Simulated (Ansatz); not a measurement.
```yaml
crystal:
  periodic: [false, false, false]
  atoms:
    - {symbol: C, position_ang: [-0.664447, 1.289504, 1.897231]}
    - {symbol: Sc, position_ang: [0.421971, 1.188473, 0.028978]}
    - {symbol: Cl, position_ang: [1.662376, 3.019780, -0.654772]}
    - {symbol: O, position_ang: [0.309981, -0.457109, -0.850427]}
    - {symbol: Si, position_ang: [0.229564, -1.899140, -1.618230]}
    - {symbol: H, position_ang: [-0.105813, 0.785243, 2.697979]}
    - {symbol: H, position_ang: [-0.822900, 2.324843, 2.222240]}
    - {symbol: H, position_ang: [-1.643413, 0.798076, 1.844960]}
    - {symbol: H, position_ang: [-1.163064, -2.420144, -1.578870]}
    - {symbol: H, position_ang: [1.129509, -2.877543, -0.950876]}
    - {symbol: H, position_ang: [0.646226, -1.751963, -3.038224]}
basis:
  gaussian: {orbitals: def2-TZVPP}
hamiltonian: {xc: {name: HF}}
correlation: {method: mp2, frozen_orbitals: {C: 0}}
output: {forces: true}
```

```sh
$ ansatz run in.yaml --threads 2 --pin off --events-out ev --progress --plain --max-ram 22528MiB --backend cuda --devices 0, --max-vram 18GiB
```

(1) How does Ansatz answer? (An estimate is asked.)

Answers

(1) The calculation gave: The program refused the input.
```
Functional definition: HF
Error: "frozen_orbitals" has no count for Sc
```
